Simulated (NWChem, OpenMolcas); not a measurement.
The same job for NWChem

OpenMolcas 26.06 runs this on BNH3F3 (SMILES [NH3+][B-](F)(F)F):

run.inp:
```
&GATEWAY
BasLib
$CurrDir
Coord
8
bohr
N     -0.94826457    -0.09902165     1.22019616
B      1.00438944     0.07313240    -1.26252602
F      2.87446241    -1.62592036    -0.71450545
F     -0.47507715    -0.58978352    -3.27659613
F      1.78314557     2.53846910    -1.28387993
H     -2.41941636     1.10983615     0.98643704
H     -0.01190527     0.36774070     2.82835309
H     -1.63329029    -1.88235619     1.39707452
Basis
cc-pVDZ
Group
NoSym
&SEWARD
GridInput
Grid=UltraFine
End of Grid
&SCF
KSDFT
2
1.0 MGGA_X_TPSS
1.0 MGGA_C_TPSS
Thresholds
1e-10 1e-07 1e-07 1e-05
PrOrbitals
1 1
&ALASKA
```

```bash
$ export MOLCAS_MEM=1860
$ pymolcas run.inp > run.log
```

(Basis files named in the input come from the Basis Set Exchange and aren't shown.)

The shape is that of a PBE0-D4/def2-TZVP optimisation.

It gives a total energy of -381.188827 Eh.

Problem. Translate the job to NWChem 7.3.0 as an input file of the program's own.

Solution. One way, which was run:

sp.xyz:
```
8
BF3H3N
N     -0.501800    -0.052400     0.645700
B      0.531500     0.038700    -0.668100
F      1.521100    -0.860400    -0.378100
F     -0.251400    -0.312100    -1.733900
F      0.943600     1.343300    -0.679400
H     -1.280300     0.587300     0.522000
H     -0.006300     0.194600     1.496700
H     -0.864300    -0.996100     0.739300
```

sp.nw:
```
start sp
title "BF3H3N"
memory total 2200 mb
geometry noautosym nocenter noautoz
load sp.xyz
end
basis spherical bse
N library cc-pVDZ
B library cc-pVDZ
F library cc-pVDZ
H library cc-pVDZ
end
dft
xc xtpss03 ctpss03
grid xfine
convergence energy 1e-08
iterations 100
mulliken
end
task dft gradient
```

```bash
$ nwchem sp.nw > sp.out
```

Its energy is -381.188828 Eh, 0.001 mEh from the first.
